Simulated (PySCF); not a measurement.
Bonds (- single, = double, # triple, : aromatic): C1=C2 1.330 Å, C2-C3 1.479 Å, C3=O4 1.178 Å, C3-F5 1.358 Å, C2-C6 1.515 Å, C6-F7 1.339 Å, C6-F8 1.337 Å, C6-F9 1.336 Å. C1 carries H10, H11. H11 is cis to C3; H10 is trans to C3.

[PySCF 2.14.0 with density-fitted response routines: GFN2-xTB structure; J: B3LYP/pcJ-1 (spin–dipole term only in couplings to heteroatoms); shieldings: GIAO PBE0/pcSseg-1; in vacuum; no relativistic terms; one computed conformer; one averaged value for each set of equivalent atoms]

List the cross peaks expected in HSQC, COSY and HMBC spectra.

## Answers



HSQC (one-bond C–H):
```csv
δH,δC,"$^{1}J$(C,H) (Hz)"
7.27 (H11),147.2 (C1),174
7.24 (H10),147.2 (C1),173
```

HMBC (two and three bonds, |J| ≥ 2.5 Hz):
```csv
δH,δC [abs. J in Hz]
7.27 (H11),"158.6 (C3) [8.6], 129.8 (C6) [13.6]"
7.24 (H10),"158.6 (C3) [14.0], 129.8 (C6) [7.4]"
```

No COSY cross peaks are expected.

References, each an isolated molecule treated in the same way: TMS for $^{1}$H, $^{13}$C.

Common functionals overestimate the size of one-bond C–F couplings by tens of Hz; these are unscaled. Shifts are as computed. Against solution values, carbons near 30 ppm lie about +3 ppm off and those near 130 ppm about +5 ppm. Of 1211 compounds with measured shifts, 218 miss one by over three times the rms of a fit or turn the order of signals round; such compounds aren't used in these exercises.
